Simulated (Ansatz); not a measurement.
Ligand exchange: GaH2Br + C2H5ClSi → GaH2Cl + C2H5BrSi

Species: GaH2Br `[GaH2][Br]`, singlet; C2H5ClSi `C=C[SiH2]Cl`, singlet; GaH2Cl `[Cl][GaH2]`, singlet; C2H5BrSi `C=C[SiH2]Br`, singlet. The partners trade Br for Cl: Ga–Br and Si–Cl bonds give way to Ga–Cl and Si–Br.

Shapes, held fixed at every level: PBE0-D4/def2-TZVP. Flexible molecules stand in one conformer, not always the lowest. Programs: Ansatz 0.2.0. The zero-point and thermal change to 298 K, harmonic and unscaled (PBE0-D4/def2-TZVP), is -0.3 kJ/mol.

```tsv
level	kind	ΔH(298 K) (kJ/mol)	less CCSD(T)/def2-TZVPP
HF/def2-TZVPP	Hartree–Fock	+14.5	+1.9
SPW92/def2-TZVPP	LDA	+11.6	-1.0
PBE-D4/def2-TZVPP	GGA	+11.4	-1.2
BHLYP-D4/def2-TZVPP	global hybrid	+13.4	+0.8
r2SCAN0-D4/def2-TZVPP	global hybrid	+12.5	-0.1
MP2/def2-SVP	perturbation theory	+9.2	-3.4
CCSD(T)/def2-TZVPP	coupled cluster or CI	+12.6	0.0
```

The highest level, CCSD(T)/def2-TZVPP, gives ΔH(298 K) = +12.6 kJ/mol; the levels span +9.2 to +14.5. The column of differences is taken from that level and isn't an error. No measured value is set beside it here. Relativity is left out for Br, Ga. Outer-core shells of Br, Ga are correlated, in sets that cover them unevenly.
